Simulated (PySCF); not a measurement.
C4H7BO, SMILES C#CB(CC)O. Geometry optimised at PBE-D3(BJ)/def2-SVP. The structure was generated by enumeration, and PubChem lists no compound with its InChIKey, so it may never have been made. The values are those of a single conformer.

### Question
Give the equilibrium geometry at PBE-D3(BJ)/def2-SVP (PySCF confirms it by a frequency run) as Cartesian coordinates in Å. (Estimate from the structure and the level; the computed values follow.)

### Answer
Several could match; the one computed here: 
```xyz
13

C      2.1690    -1.1298     0.5039
C      1.2612    -0.3900     0.1276
B      0.1088     0.5293    -0.3390
O      0.3922     1.7933    -0.7871
C     -1.3939     0.0467    -0.3512
C     -1.8127    -0.8954     0.7857
H      2.9665    -1.7819     0.8358
H      1.3505     1.9743    -0.7739
H     -1.5237    -0.4760    -1.3302
H     -2.0583     0.9356    -0.4106
H     -1.7419    -0.3953     1.7737
H     -1.1585    -1.7900     0.8305
H     -2.8578    -1.2487     0.6702
```
Charge 0, spin multiplicity 1.
